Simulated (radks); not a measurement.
The numbers below are computed, except where a source is named.
Coulomb parameter of the 4d shell of the niobium ion Nb2+ in the model configuration [Kr] 4d2 5s1, as a second difference U = [E(n + 0.5) + E(n - 0.5) - 2 E(n)] / (0.5)^2 with all orbitals relaxed. "Bare": the charge of the atom changes with n. "Screened": the 5s shell takes up the change at fixed total charge, which measures U(4d,4d) + U(5s,5s) - 2 U(4d,5s). Level of theory: scalar-relativistic Kohn-Sham, BLYP, spin-unpolarised, spherical densities, finite nucleus; Fermi nuclear charge, rms radius 4.324 fm (a radial shooting solver on a logarithmic mesh with Libxc functionals).

start: configuration [Kr] 4d2 5s1; E - E(n) (eV) 0.000
bare +0.5: configuration [Kr] 4d2.5 5s1; E - E(n) (eV) -9.465
bare -0.5: configuration [Kr] 4d1.5 5s1; E - E(n) (eV) 12.267
screened +0.5: configuration [Kr] 4d2.5 5s0.5; E - E(n) (eV) -1.445
screened -0.5: configuration [Kr] 4d1.5 5s1.5; E - E(n) (eV) 1.796

U(bare) = 11.210 eV, U(screened by 5s) = 1.404 eV, against the Slater integral F0(4d,4d) = 13.816 eV with frozen orbitals.
